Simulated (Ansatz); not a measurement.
Geometry optimisation of C6H16Sn, SMILES `C[CH](C)[SnH2][CH](C)C`.

```yaml
crystal:
  periodic: [false, false, false]
  atoms:
    - {symbol: C, position_ang: [-1.154646, -2.651768, 1.005998]}
    - {symbol: C, position_ang: [-0.684444, -1.498114, 0.115565]}
    - {symbol: C, position_ang: [0.519608, -1.880633, -0.750599]}
    - {symbol: Sn, position_ang: [-0.260584, 0.294212, 1.328010]}
    - {symbol: C, position_ang: [0.286691, 2.012548, 0.055555]}
    - {symbol: C, position_ang: [-0.681339, 2.129857, -1.125962]}
    - {symbol: C, position_ang: [1.751022, 1.943239, -0.388395]}
    - {symbol: H, position_ang: [-1.413956, -3.547866, 0.397104]}
    - {symbol: H, position_ang: [-2.052874, -2.386725, 1.600944]}
    - {symbol: H, position_ang: [-0.364071, -2.967614, 1.720407]}
    - {symbol: H, position_ang: [-1.522618, -1.185640, -0.545926]}
    - {symbol: H, position_ang: [0.295585, -2.778932, -1.370080]}
    - {symbol: H, position_ang: [0.816539, -1.068852, -1.446619]}
    - {symbol: H, position_ang: [1.408573, -2.130644, -0.132316]}
    - {symbol: H, position_ang: [1.042470, -0.069910, 2.426183]}
    - {symbol: H, position_ang: [-1.680048, 0.686190, 2.258234]}
    - {symbol: H, position_ang: [0.152903, 2.894168, 0.720350]}
    - {symbol: H, position_ang: [-0.621918, 1.247567, -1.799850]}
    - {symbol: H, position_ang: [-1.737972, 2.227393, -0.800059]}
    - {symbol: H, position_ang: [-0.445789, 3.023745, -1.747331]}
    - {symbol: H, position_ang: [2.450658, 1.899313, 0.471374]}
    - {symbol: H, position_ang: [2.024107, 2.836962, -0.994495]}
    - {symbol: H, position_ang: [1.951604, 1.053503, -1.023290]}
basis:
  gaussian: {orbitals: def2-TZVP}
hamiltonian: {xc: pbe0, dispersion: d4}
relax: {f_tol: 0.005, max_steps: 150}
```

```sh
$ ansatz run in.yaml --threads 6 --pin off --events-out ev --progress --plain --backend cuda
```

Output, abridged:

```
Functional definition: PBE0
mean field -12308.62580775 eV, -452.3336553487 hartree, gradient 1.3e-5 eV, S^2 0.000000; 0 other end points of the search recorded, 0 dependent functions left out
relax step   1: F+E_penalty+E_count = -12309.10620603 eV  Δ(F+E_penalty+E_count) = +0.000e0 eV  max|allowed force component| = 5.230e-1 eV/Å  Δτ_max = 0.0000 Å  (30 SCF iters, accepted)
mean field -12308.70622119 eV, -452.3366104879 hartree, gradient 1.5e-5 eV, S^2 0.000000; 0 other end points of the search recorded, 0 dependent functions left out
relax step   2: F+E_penalty+E_count = -12309.19449417 eV  Δ(F+E_penalty+E_count) = -8.829e-2 eV  max|allowed force component| = 1.798e-1 eV/Å  Δτ_max = 0.0651 Å  (32 SCF iters, accepted)
mean field -12308.71704937 eV, -452.3370084162 hartree, gradient 1.5e-5 eV, S^2 0.000000; 0 other end points of the search recorded, 0 dependent functions left out
relax step   3: F+E_penalty+E_count = -12309.20404512 eV  Δ(F+E_penalty+E_count) = -9.551e-3 eV  max|allowed force component| = 9.866e-2 eV/Å  Δτ_max = 0.0348 Å  (32 SCF iters, accepted)
mean field -12308.71905206 eV, -452.3370820137 hartree, gradient 1.5e-5 eV, S^2 0.000000; 0 other end points of the search recorded, 0 dependent functions left out
relax step   4: F+E_penalty+E_count = -12309.20541833 eV  Δ(F+E_penalty+E_count) = -1.373e-3 eV  max|allowed force component| = 3.496e-2 eV/Å  Δτ_max = 0.0169 Å  (32 SCF iters, accepted)
mean field -12308.71893215 eV, -452.3370776072 hartree, gradient 1.5e-5 eV, S^2 0.000000; 0 other end points of the search recorded, 0 dependent functions left out
relax step   5: F+E_penalty+E_count = -12309.20561986 eV  Δ(F+E_penalty+E_count) = -2.015e-4 eV  max|allowed force component| = 9.638e-3 eV/Å  Δτ_max = 0.0077 Å  (33 SCF iters, accepted)
mean field -12308.71871160 eV, -452.3370695021 hartree, gradient 1.6e-5 eV, S^2 0.000000; 0 other end points of the search recorded, 0 dependent functions left out
relax step   6: F+E_penalty+E_count = -12309.20566695 eV  Δ(F+E_penalty+E_count) = -4.708e-5 eV  max|allowed force component| = 3.745e-3 eV/Å  Δτ_max = 0.0068 Å  (33 SCF iters, accepted)
mean field -12308.71842732 eV, -452.3370590550 hartree, gradient 1.6e-5 eV, S^2 0.000000; 0 other end points of the search recorded, 0 dependent functions left out
relax step   7: F+E_penalty+E_count = -12309.20569178 eV  Δ(F+E_penalty+E_count) = -2.484e-5 eV  max|allowed force component| = 2.734e-3 eV/Å  Δτ_max = 0.0095 Å  (32 SCF iters, accepted)
mean field -12308.71842732 eV, -452.3370590550 hartree, gradient 1.6e-5 eV, S^2 0.000000; 1 other end points of the search recorded, 0 dependent functions left out
Total energy: -12309.20574127 eV, -452.3549675124 hartree
Atom 0 at    -1.133596    -2.622848     1.002271 Å, force    -0.000645    -0.001393     0.000560 eV/Å
Atom 1 at    -0.687032    -1.470322     0.115166 Å, force    -0.000065     0.000877    -0.000112 eV/Å
Atom 2 at     0.503032    -1.857714    -0.750295 Å, force     0.000281     0.000634     0.001741 eV/Å
Atom 3 at    -0.263599     0.290760     1.305592 Å, force     0.002393    -0.000274    -0.000756 eV/Å
Atom 4 at     0.278540     1.985427     0.064853 Å, force     0.000057    -0.002341     0.000748 eV/Å
Atom 5 at    -0.666771     2.104492    -1.121984 Å, force    -0.001599     0.001480    -0.000398 eV/Å
Atom 6 at     1.733883     1.923591    -0.374621 Å, force     0.002734     0.000745     0.000874 eV/Å
Atom 7 at    -1.382387    -3.504882     0.399357 Å, force     0.000261     0.000362     0.000521 eV/Å
Atom 8 at    -2.015884    -2.370464     1.596013 Å, force     0.000420     0.000514     0.000023 eV/Å
Atom 9 at    -0.342761    -2.922291     1.697211 Å, force     0.000075     0.000250    -0.000210 eV/Å
Atom 10 at    -1.519921    -1.182660    -0.535741 Å, force    -0.000666    -0.000159    -0.000716 eV/Å
Atom 11 at     0.276736    -2.750753    -1.345665 Å, force    -0.000325     0.000653    -0.000464 eV/Å
Atom 12 at     0.786442    -1.064855    -1.447065 Å, force    -0.000290    -0.000407    -0.000633 eV/Å
Atom 13 at     1.382482    -2.092443    -0.142397 Å, force    -0.000256     0.000215    -0.000577 eV/Å
Atom 14 at     1.024808    -0.077128     2.383580 Å, force     0.000412    -0.000159     0.000525 eV/Å
Atom 15 at    -1.656680     0.680499     2.234567 Å, force    -0.001101     0.000169     0.000135 eV/Å
Atom 16 at     0.143763     2.859706     0.710344 Å, force    -0.000770    -0.000108     0.000732 eV/Å
Atom 17 at    -0.597302     1.233504    -1.781293 Å, force     0.000881     0.000342    -0.000169 eV/Å
Atom 18 at    -1.711053     2.200067    -0.812484 Å, force     0.000109    -0.000406    -0.000650 eV/Å
Atom 19 at    -0.422898     2.985067    -1.728524 Å, force     0.000126    -0.000824    -0.000598 eV/Å
Atom 20 at     2.419636     1.875248     0.474743 Å, force    -0.000750    -0.000092    -0.000076 eV/Å
Atom 21 at     1.999404     2.809334    -0.964563 Å, force    -0.000327    -0.000698    -0.000201 eV/Å
Atom 22 at     1.930659     1.050666    -1.004262 Å, force    -0.000953     0.000619    -0.000299 eV/Å
Dipole moment:    -0.004544     0.022750    -0.195593 e Å
```

Run time 22 s (6 threads of an AMD EPYC 7R13 on a shared host and a share of an NVIDIA H100 80 GB); peak host memory 1 GiB.
